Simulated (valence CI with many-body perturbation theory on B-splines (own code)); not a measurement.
Results of a calculation; reference values are marked as such.
**Cr XVIII: what the settings do**

Method: configuration interaction combined with many-body perturbation theory (CI+MBPT): five valence electrons over a frozen Dirac-Fock core [He], a basis of 6 s, 6 p, 5 d, 3 f, 1 g functions for each j, with the one-electron correlation potential Σ1, the two-electron term Σ2, the three-electron term Σ3, Breit, model QED; selected CI, second order for the rest, scaled by the run's own slope (own B-spline code, finite nucleus).

No measured spectrum was set against this ion. As an estimate, levels of excited configurations hold to 0.05 to 0.15 % of their energy, terms of the ground configuration to about 0.5 %. Among the levels kept, up to 2400 cm⁻¹ of a level comes from second order outside the variational space, and about a tenth of that is noise between levels of different J, which matters for small intervals.

The reference run has the lowest level 2s2 2p3 4S°_3/2 and an ionisation energy of 1293.94 eV. Its largest variational space holds 12408 state functions.

Changed runs:
A. scale of Σ1 1 → 0; scale of Σ2 1 → 0; three-electron term on → off
B. Davidson tolerance 2e-05 → 0.001; Breit term on → off
C. Davidson tolerance 2e-05 → 0.001
D. Davidson tolerance 2e-05 → 0.03 (bad on purpose)

Excitation energies of the reference run in cm⁻¹, and shifts in cm⁻¹:

```
                 Level  Reference      A      B  C       D
       2s2 2p3 2D°_3/2     126633   -109   -995  0    +0.6
       2s2 2p3 2D°_5/2     151383   -102  +2338  0       0
       2s2 2p3 2P°_1/2     226958   -403    -28  0    +0.6
       2s2 2p3 2P°_3/2     265272   -418  +2298  0    +0.8
         2s 2p4 4P_5/2     667642  +2226   -362  0    +0.2
         2s 2p4 4P_3/2     714682  +2152   -206  0    +0.3
         2s 2p4 4P_1/2     732346  +2139    +58  0    -0.2
         2s 2p4 2D_3/2     923706  +3151   -402  0    +0.5
         2s 2p4 2D_5/2     932156  +3042  +1134  0    -0.4
         2s 2p4 2S_1/2    1063300  +3346  -1993  0    +0.5
         2s 2p4 2P_3/2    1104620  +5504    +71  0    +0.7
         2s 2p4 2P_1/2    1171550  +4929  +1199  0       0
Ionisation energy (eV)    1293.94  -0.19  +0.21  0  -4e-05
```

No effect on these energies: C.
